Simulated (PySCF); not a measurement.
An unknown gives this computed stick spectrum. The calculation used TDDFT CAM-B3LYP/def2-SVPD, vertical, gas phase, core orbitals frozen in the response (PySCF 2.14.0, density-fitted response routines). Geometries: GFN2-xTB, one conformer each.

```
state  λ (nm)       f
   S1   168.0  0.0039
   S2   160.3   0.013
   S3   156.3  0.0069
   S4   153.8   0.024
   S5   146.0   0.045
   S6   145.6   0.076
   S7   143.4   0.071
   S8   142.5   0.055
```

Orbital energies (eV): HOMO-3 -11.10, HOMO-2 -11.00, HOMO-1 -10.19, HOMO -9.39, LUMO 1.11, LUMO+1 1.21, LUMO+2 1.46.

Task: Which structure fits?
A. `C1=CC2=C(C=CO2)O1`
B. `[SiH2](C(C)C)O[SiH2]F`
C. `CCO[Si@H](F)[SiH2]C`

Result: B. Its S1, at 7.38 eV, is the highest among the candidates; the nearest of the others has S1 at 6.47 eV. S1 is HOMO→LUMO (42%), HOMO→LUMO+1 (41%). Löwdin shares by element: HOMO carbon 37% or more, silicon 19% or more, oxygen 12% (atoms not listed hold the other 32%); LUMO silicon 46%, carbon 7% or more, oxygen 6% (atoms not listed hold the other 40%). At the same level the other candidates give, for their lowest levels:
- `c1cc2occc2o1`: 232 nm (f 0.375); 207 nm (f 0.012); 194 nm (f 0.000); 188 nm (f 0.044); 188 nm (f 0.000); T1 3.37 eV; HOMO -7.30, LUMO 0.69 eV
- `CCO[Si@H](F)[SiH2]C`: 192 nm (f 0.011); 177 nm (f 0.049); 160 nm (f 0.093); 157 nm (f 0.028); 156 nm (f 0.007); T1 5.79 eV; HOMO -9.34, LUMO 0.49 eV

Conformer computed: `[CH3:1][CH:2]([CH3:3])[SiH2:4][O:5][SiH2:6][F:7]`: C1–C2–Si4–O5 -179°, C2–Si4–O5–Si6 -11°, Si4–O5–Si6–F7 -30°.
Triplets come from the Tamm–Dancoff approximation.
